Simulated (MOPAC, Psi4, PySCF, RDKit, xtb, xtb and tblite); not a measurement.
Two geometries of SMILES C#CC[SiH2]B(O)O, relaxed at GFN2-xTB with one dihedral held; other torsions can differ between them too.

Structure A

```
14

C     -1.4043    -5.1432    -2.1112
C     -1.0480    -4.0146    -1.9274
C     -0.6111    -2.6581    -1.7210
Si     1.2378    -2.4018    -2.2181
B      1.4037    -1.5786    -4.0028
O      2.5883    -1.6711    -4.6523
O      0.3413    -0.9173    -4.5230
H     -1.7226    -6.1315    -2.2580
H     -1.2480    -1.9898    -2.3043
H     -0.7506    -2.4111    -0.6674
H      1.9163    -3.6973    -2.0461
H      1.8006    -1.5516    -1.1430
H      2.6662    -1.2543    -5.5151
H      0.4373    -0.5077    -5.3867
```

Structure B

```
14

C     -2.2462    -0.1875     1.2860
C     -1.7334    -0.6344     0.2971
C     -1.0625    -1.1130    -0.8806
Si     0.3370     0.0879    -1.4913
B      0.9553     1.3268    -0.0796
O      0.3422     1.5866     1.1038
O      2.0980     2.0054    -0.3339
H     -2.7431     0.1537     2.1449
H     -0.6313    -2.0905    -0.6552
H     -1.7982    -1.2610    -1.6709
H     -0.2556     0.7743    -2.6584
H      1.3531    -0.8089    -2.0703
H     -0.4690     1.1041     1.2938
H      2.3649     2.6144     0.3594
```

Task: Which is lower in energy at the level Psi4 with B3LYP-D3(BJ)/def2-SVP // GFN2-xTB, and by how much?

Result: B is lower, by 31.10 kJ/mol (dihedral C2–C3–Si4–B5: 100° in A, 20° in B).

E(B) − E(A) in kJ/mol at the other levels, on the same two geometries: GFN2-xTB (xtb and tblite) -9.54; B3LYP/def2-SVP // GFN2-xTB (Psi4) -26.60; PBE/def2-SVP // GFN2-xTB (Psi4) -31.12; PBE-D3(BJ)/def2-SVP // GFN2-xTB (Psi4) -33.71; UFF // GFN2-xTB (RDKit) 52.66; PM6, restricted, heats of formation // GFN2-xTB (MOPAC) -3.81; AM1, restricted, heats of formation // GFN2-xTB (MOPAC) 7.78; GFN1-xTB // GFN2-xTB (xtb) -2.49; restricted B3LYP/6-31G*, spherical d, density fitting // GFN2-xTB (PySCF) -30.35; restricted Hartree-Fock/LANL2DZ, with its core potentials past Ne // GFN2-xTB (PySCF) -20.14; restricted B3LYP/LANL2DZ, with its core potentials past Ne // GFN2-xTB (PySCF) -33.09; restricted LDA (SVWN5)/6-31G*, spherical d, density fitting // GFN2-xTB (PySCF) -44.95.
